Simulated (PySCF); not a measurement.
**Diatomics with 18 electrons**

CCSD(T) in PySCF with def2-TZVP on every atom, for the lowest determinant that a PBE0 search found; no spin–orbit coupling. All have 18 electrons, 6 of them in the valence shells, and the same state, a triplet (π ↑↑). For ions De leads to the atom and ion picked by measured ionisation energies and electron affinities.

```json
{"species": "BeSi", "difference of nuclear charges": "10", "Re (Å)": "2.152", "ωe (cm⁻¹)": "552", "k (mdyn/Å)": "1.22", "De (eV)": "1.17", "dissociates to": "Be + Si"}
{"species": "LiP", "difference of nuclear charges": "12", "Re (Å)": "2.336", "ωe (cm⁻¹)": "488", "k (mdyn/Å)": "0.803", "De (eV)": "1.51", "dissociates to": "Li + P"}
{"species": "BeP⁺", "difference of nuclear charges": "11", "Re (Å)": "2.060", "ωe (cm⁻¹)": "605", "k (mdyn/Å)": "1.51", "De (eV)": "2.34", "dissociates to": "Be⁺ + P"}
{"species": "LiS⁺", "difference of nuclear charges": "13", "Re (Å)": "2.475", "ωe (cm⁻¹)": "339", "k (mdyn/Å)": "0.389", "De (eV)": "0.74", "dissociates to": "Li⁺ + S"}
```

(1) Which member of the whole set has the stiffest bond, and how does it compare with the softest?

Correlated steps freeze 5 core orbitals. UHF and ROHF references stand side by side, which adds small steps between rows. For an ion De counts to the pair picked by the measured ionisation energies or electron affinities, which need not be the lowest pair at this level. States were picked by a PBE0 search and need not be the measured ground states.

Answers

(1) BeP⁺ with k = 1.51 mdyn/Å, 3.9 times that of LiS⁺.
